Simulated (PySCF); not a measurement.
CH8GeOSi. Atoms are numbered in the order given.

```xyz
12

Si    -0.5508     1.5931     0.0000
C      0.6077     3.0637     0.0000
O      0.3692     0.2025     0.0000
Ge     0.0472    -1.5506     0.0000
H     -1.4326     1.6257     1.2054
H     -1.4326     1.6257    -1.2054
H      1.2543     3.0524     0.8921
H      0.0376     4.0078     0.0000
H      1.2543     3.0524    -0.8921
H      1.4256    -2.2244     0.0000
H     -0.7524    -1.9129     1.2658
H     -0.7524    -1.9129    -1.2658
```
Charge 0, spin multiplicity 1.

Coordinates come from a TPSSh-D3(BJ)/def2-SVP optimisation. This is a generated structure with no PubChem entry under its InChIKey; it may be hypothetical. Other conformers were not sampled.

All values below come from KT2/pcSseg-1 (PySCF).

GIAO shieldings, no solvent; atoms alike by connectivity are averaged. δ = σ(ref) − σ: ²⁹Si against TMS (σ = 361.9 ppm); ¹³C against TMS (σ = 185.1 ppm); ¹⁷O against H2O (σ = 330.4 ppm); ⁷³Ge against GeH4 (σ = 1669.3 ppm); ¹H against TMS (σ = 31.47 ppm), references at their B3LYP-D3(BJ)/def2-TZVP geometries, non-relativistic.

```
atoms          nucleus  count  δ (ppm)
-------------  -------  -----  -------
Si1               ²⁹Si      1     -6.3
C2                 ¹³C      1      2.0
O3                 ¹⁷O      1     10.3
Ge4               ⁷³Ge      1        …
H10, H11, H12       ¹H      3        …
H5, H6              ¹H      2     5.47
H7, H8, H9          ¹H      3        …
```

Problem. Some entries are withheld; supply them. (An estimate is asked for; the answer gives what the named calculation found.)

Solution. 
- H10, H11, H12, δ (ppm): 5.57
- Ge4, δ (ppm): 266.2
- H7, H8, H9, δ (ppm): 0.68
